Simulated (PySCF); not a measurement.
H₂AlClOSe (SMILES [OH][Al]([Cl])[SeH]), singlet, at a GFN2-xTB geometry (such geometries of metal compounds can be far from the true shape); PySCF with DF-CAMB3LYP/def2-SVP.

PySCF was given this input:
```python
from pyscf import gto, scf, dft

mol = gto.M(
    atom='''
Al   -0.40738789    0.63076581   -0.20618663
Cl   -2.27157806    0.03061042   -0.72542990
O     0.07272654    2.19932282   -0.24451974
H     0.31017789    3.11444801   -0.28043635
Se    1.20109611   -0.87039816    0.48751615
H     2.18361170    0.16417418    0.67377957
''',
    basis='def2-svp',
    verbose=4,
    max_memory=1800,
)

mf = dft.RKS(mol)
mf.xc = 'camb3lyp'
mf = mf.density_fit(auxbasis='def2-universal-jkfit')
mf.kernel()
```

The log (banner, timings and long lists left out):

```
PySCF version 2.14.0

[INPUT] verbose = 4
[INPUT] num. atoms = 6
[INPUT] num. electrons = 74
[INPUT] charge = 0
[INPUT] spin (= nelec alpha-beta = 2S) = 0
[INPUT] symmetry False subgroup None
[INPUT] Mole.unit = angstrom
[INPUT] Symbol           X                Y                Z      unit          X                Y                Z       unit  Magmom
[INPUT]  1 Al    -0.407387890000   0.630765810000  -0.206186630000 AA   -0.769851538564   1.191974629639  -0.389636261247 Bohr   0.0
[INPUT]  2 Cl    -2.271578060000   0.030610420000  -0.725429900000 AA   -4.292660403971   0.057845310358  -1.370863833571 Bohr   0.0
[INPUT]  3 O      0.072726540000   2.199322820000  -0.244519740000 AA    0.137433242587   4.156117789306  -0.462075340650 Bohr   0.0
[INPUT]  4 H      0.310177890000   3.114448010000  -0.280436350000 AA    0.586151261995   5.885453768097  -0.529947896873 Bohr   0.0
[INPUT]  5 Se     1.201096110000  -0.870398160000   0.487516150000 AA    2.269742697180  -1.644814141725   0.921272004802 Bohr   0.0
[INPUT]  6 H      2.183611700000   0.164174180000   0.673779570000 AA    4.126428075396   0.310244236925   1.273258855627 Bohr   0.0

nuclear repulsion = 370.765158204027
number of shells = 40
number of NR pGTOs = 184
number of NR cGTOs = 92
basis = def2-svp
ecp = {}

******** <class 'pyscf.df.df_jk.DFRKS'> ********
method = DFRKS
initial guess = minao
damping factor = 0
level_shift factor = 0
DIIS = <class 'pyscf.scf.diis.CDIIS'>
diis_start_cycle = 1
diis_space = 8
diis_damp = 0
SCF conv_tol = 1e-09
SCF conv_tol_grad = None
SCF max_cycles = 50
direct_scf = False
XC library pyscf.dft.libxc version 7.1.2
    S. Lehtola, C. Steigemann, M. J. T. Oliveira, and M. A. L. Marques,  SoftwareX 7, 1–5 (2018)
XC functionals = camb3lyp
    T. Yanai, D. P. Tew, and N. C. Handy,  Chem. Phys. Lett. 393, 51 (2004)
radial grids:
    Treutler-Ahlrichs [JCP 102, 346 (1995); DOI:10.1063/1.469408] (M4) radial grids

becke partition: Becke, JCP 88, 2547 (1988); DOI:10.1063/1.454033
pruning grids: <function nwchem_prune>
grids dens level: 3
symmetrized grids: False
atomic radii adjust function: <function treutler_atomic_radii_adjust>
small_rho_cutoff = 0
Set gradient conv threshold to 3.16228e-05
Initial guess from minao.
tot grids = 92184
******** <class 'pyscf.df.df.DF'> ********
auxbasis = def2-universal-jkfit
Create RSH-DF object <pyscf.df.df.DF object> for omega=0.33
******** <class 'pyscf.df.df.DF'> ********
auxbasis = auxmol.basis = def2-universal-jkfit
init E= -3179.66152431798
  HOMO = -0.313935564207738  LUMO = -0.0596020034202609  gap/eV = 6.92077
cycle= 1 E= -3180.19316096448  delta_E= -0.532  |g|= 0.779  |ddm|= 2.59
  HOMO = -0.236875818035207  LUMO = 0.0231977748368197  gap/eV = 7.07696
cycle= 2 E= -3180.1256683361  delta_E= 0.0675  |g|= 1.01  |ddm|= 1.29
  HOMO = -0.301204008169287  LUMO = 0.0195681795396792  gap/eV = 8.72866
cycle= 3 E= -3180.31495988648  delta_E= -0.189  |g|= 0.0778  |ddm|= 0.735
  HOMO = -0.308022245521041  LUMO = 0.0227075754486896  gap/eV = 8.99962
cycle= 4 E= -3180.3164273882  delta_E= -0.00147  |g|= 0.0231  |ddm|= 0.114
  HOMO = -0.307135085091361  LUMO = 0.0220373226213177  gap/eV = 8.95724
cycle= 5 E= -3180.31657799255  delta_E= -0.000151  |g|= 0.00579  |ddm|= 0.0323
  HOMO = -0.30683951749426  LUMO = 0.0224480511329292  gap/eV = 8.96037
cycle= 6 E= -3180.31658544843  delta_E= -7.46e-06  |g|= 0.00121  |ddm|= 0.00774
  HOMO = -0.306719373979786  LUMO = 0.0223939793034185  gap/eV = 8.95563
cycle= 7 E= -3180.31658597876  delta_E= -5.3e-07  |g|= 0.000377  |ddm|= 0.00228
  HOMO = -0.306789445635661  LUMO = 0.0223755332542757  gap/eV = 8.95704
cycle= 8 E= -3180.31658602796  delta_E= -4.92e-08  |g|= 8.82e-05  |ddm|= 0.000729
  HOMO = -0.306774201514481  LUMO = 0.0223817374354911  gap/eV = 8.95679
cycle= 9 E= -3180.31658603203  delta_E= -4.08e-09  |g|= 3.59e-05  |ddm|= 0.000214
  HOMO = -0.306778375954259  LUMO = 0.0223799573280723  gap/eV = 8.95685
cycle= 10 E= -3180.31658603262  delta_E= -5.88e-10  |g|= 5.92e-06  |ddm|= 7.03e-05
  HOMO = -0.30677918000746  LUMO = 0.0223802043421193  gap/eV = 8.95688
Extra cycle  E= -3180.31658603265  delta_E= -3.27e-11  |g|= 3.43e-06  |ddm|= 1.67e-05
converged SCF energy = -3180.31658603265
```
